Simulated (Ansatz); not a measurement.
`C[NH][GaH][CH2]F` and `C[NH][GaH][CH3]` differ in one atom or group.

Ansatz, PBE0-D4/def2-TZVP geometries, multiplicity 1. Each molecule was computed in one conformer, which needn't be the lowest.

Scalar relativity is left out up to krypton.

```
                                          property  `C[NH][GaH][CH2]F`
                LUMO energy (PBE0/def2-TZVPP) / eV               -0.55
               HOMO energy (B3LYP/def2-TZVPP) / eV               -6.52
               HOMO–LUMO gap (PBE/def2-TZVPP) / eV                4.17
                 HOMO energy (PBE/def2-TZVPP) / eV               -5.48
    zero-point energy (PBE0-D4/def2-TZVP) / kJ/mol               237.3
size of the dipole moment (ωB97M-V/def2-TZVPP) / D                1.15
```

(1) What does the change do to each property? (An estimate is asked.)

## Answers

(1) Computed: 
```
                                          property  `C[NH][GaH][CH3]`  shift
                LUMO energy (PBE0/def2-TZVPP) / eV              -0.30   0.25
               HOMO energy (B3LYP/def2-TZVPP) / eV              -6.34   0.18
               HOMO–LUMO gap (PBE/def2-TZVPP) / eV               4.23   0.06
                 HOMO energy (PBE/def2-TZVPP) / eV              -5.30   0.18
    zero-point energy (PBE0-D4/def2-TZVP) / kJ/mol              253.6   16.3
size of the dipole moment (ωB97M-V/def2-TZVPP) / D               0.62  -0.53
```

With PBE0 the HOMO rises by 0.18 eV and the LUMO rises by 0.25 eV, so the gap widens by about 0.07 eV. PBE moves the HOMO by 0.18 eV and ωB97M-V by 0.17 eV. Dipoles are sizes alone; their direction can turn.

B3LYP here is the variant with VWN-RPA as its local correlation; programs differ in this.
